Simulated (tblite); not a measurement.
C9H10OS.
SMILES with atom numbers: `[CH2:1]=[C:2]([c:3]1[cH:4][cH:5][cH:6][cH:7][cH:8]1)[S@@:9]([CH3:10])=[O:11]` (hydrogens: H12, H13 on C1; H14 on C4; H15 on C5; H16 on C6; H17 on C7; H18 on C8; H19, H20, H21 on C10)

Structure used (GFN2-xTB), in Å, numbered top down from 1:
```
atom  x, y, z in Å
C1     1.1011   -2.2890   -0.2076
C2     0.8516   -1.0060   -0.4088
C3    -0.4091   -0.2980   -0.2319
C4    -1.3013   -0.6642    0.7753
C5    -2.4874    0.0240    0.9455
C6    -2.8021    1.0868    0.1146
C7    -1.9214    1.4599   -0.8875
C8    -0.7315    0.7778   -1.0586
S9     2.2457    0.0327   -1.0093
C10    2.4108    0.9209    0.6075
O11    3.3990   -0.8608   -1.0985
H12    0.3543   -2.9955    0.1133
H13    2.0957   -2.6656   -0.3901
H14   -1.0521   -1.4843    1.4316
H15   -3.1680   -0.2679    1.7317
H16   -3.7286    1.6246    0.2483
H17   -2.1614    2.2884   -1.5374
H18   -0.0511    1.0666   -1.8459
H19    2.5900    0.1944    1.3924
H20    3.2577    1.5942    0.5240
H21    1.4993    1.4783    0.7910
```

Calculated harmonic vibrations of the isolated species, GFN2-xTB (tblite), most abundant isotopes, no scaling. Errors from tens to a few hundred cm⁻¹ against measured bands are possible. One conformer, not necessarily the lowest.

Harmonic wavenumbers (cm⁻¹): 44.5, 54.6, 99.3, 151.3, 161.7, 192.4, 255.7, 279.5, 321.1, 362.3, 369.7, 421.5, 520.7, 551.4, 587.5, 636.5, 652.1, 664.6, 695.4, 768.3, 802.5, 874.5, 884.8, 885.9, 900.5, 909.6, 928.7, 932.4, 978.1, 1055.5, 1085.1, 1123.4, 1138.1, 1181.6, 1195.8, 1238.3, 1279.4, 1280.8, 1319.3, 1386.6, 1430.0, 1437.6, 1451.5, 1470.5, 1579.0, 1595.7, 1682.8, 3051.8, 3063.6, 3072.7, 3077.7, 3080.1, 3085.9, 3088.9, 3092.9, 3098.0, 3115.9.

A = 2169, B = 610.6, C = 547.5 MHz; mass 166.045 u (most abundant isotopes); point group C1, symmetry number 1.

Q: What is the zero-point energy?

A: Half the sum of the wavenumbers: 35323 cm⁻¹ = 422.55 kJ/mol.

Q: Entropy at 273.15 K, 1 bar (ideal gas, RRHO, classical rotation)?

A: Translation 170.79, rotation 126.41, vibration 126.54: S = 423.7 J/(mol K).

Q: And Cp and H(273.15 K) − H(0)?

A: Cp = 171.58 J/(mol K), of which vibrations give 138.32 (their classical limit is 57 R = 473.9); H(273.15 K) − H(0) = 27.59 kJ/mol without the zero-point energy, 18.51 from vibrations.

Q: How do the functions run with temperature in this model?

A: 
```csv
T (K),S (J/(mol K)),Cp (J/(mol K)),H − H(0) (kJ/mol),G − H(0) (kJ/mol),ln q(vib)
50,256.2,57.1,2.17,-10.64,0.65
100,303.9,83.1,5.68,-24.70,1.99
298.15,439.3,184.7,32.05,-98.94,7.82
373.15,484.9,222.3,47.34,-133.61,10.07
500,557.7,275.4,79.05,-199.80,13.90
750,684.0,346.0,157.49,-355.48,21.22
1000,790.0,390.1,249.89,-540.09,28.02
```

q(vib) and H(0) count from the zero-point level.

Q: Which modes carry the vibrational entropy at 273.15 K?

A: 44.5 cm⁻¹: 20.40; 54.6 cm⁻¹: 18.70; 99.3 cm⁻¹: 13.80; 151.3 cm⁻¹: 10.42; 161.7 cm⁻¹: 9.90; 192.4 cm⁻¹: 8.55 J/(mol K); the other 51 give 44.78 together.

Q: What must be added to the electronic energy to get the Gibbs energy at 273.15 K and 1 bar?

A: ZPE + [H(273.15 K) − H(0)] − T·S = 422.55 + 27.59 − 115.75 = 334.39 kJ/mol.

Q: Blend soft modes into free rotors: weight 1/[1 + (100 cm⁻¹/ν̃)⁴] for the oscillator and the rest for a rotor with moment μB/(μ + B), μ = h/(8π²ν), B = 10⁻⁴⁴ kg m². What vibrational entropy results?

A: 115.97 J/(mol K) in place of 126.54, which changes −T·S at 273.15 K by +2.89 kJ/mol.

Hindered rotation and anharmonicity are outside this model. Other conformers, if any are populated, would add a mixing term that is left out. The structure is chiral; the term R ln 2 for an equal mix with its mirror image is left out.
